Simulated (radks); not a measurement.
Values are calculated unless marked as measured or tabulated.
The iridium ion Ir+ inside a hard spherical wall (all orbitals vanish at R), configuration held at [Xe] 4f14 5d7 6s1 and not refilled when levels cross. Level of theory: scalar-relativistic Kohn-Sham, r2SCAN, spin-unpolarised, spherical densities, finite nucleus; meta-GGA in the generalised Kohn-Sham scheme; Fermi nuclear charge, rms radius 5.4032 fm (a radial shooting solver on a logarithmic mesh with Libxc functionals). Eigenvalues in eV, with the zero of energy where the potential of the charges vanishes at infinity; a dash marks a level that is unbound or too diffuse for the functional's potential to be trusted. A positive occupied level is held by the wall or, in an anion where self-interaction has pushed it up, behind a barrier. The pressure on the wall is -dE/dV.

R (bohr)  E (hartree)  kinetic (hartree)    e(4f)    e(5p)    e(5d)    e(6s)  e(6p, empty)  e(7s, empty)  pressure (GPa)
free      -17825.7125          19810.654  -71.287  -64.594  -15.492  -13.472        -6.793             -               0
20        -17825.7125          19810.654  -71.287  -64.594  -15.492  -13.472        -6.793             -        < 0.0001
15        -17825.7125          19810.654  -71.287  -64.594  -15.492  -13.472        -6.793             -        < 0.0001
12        -17825.7125          19810.654  -71.287  -64.594  -15.492  -13.472        -6.791        -2.739        < 0.0001
7         -17825.7110          19810.671  -71.220  -64.529  -15.434  -13.403        -6.450         1.382           0.118
6         -17825.7046          19810.729  -71.014  -64.332  -15.257  -13.173        -5.783         5.516           0.861
3.5       -17825.1691          19813.564  -64.350  -58.482   -9.553   -3.400        10.306        59.921             185
2         -17813.6707          19860.177  -19.175  -19.791   39.670   107.39        148.10        365.70           17600
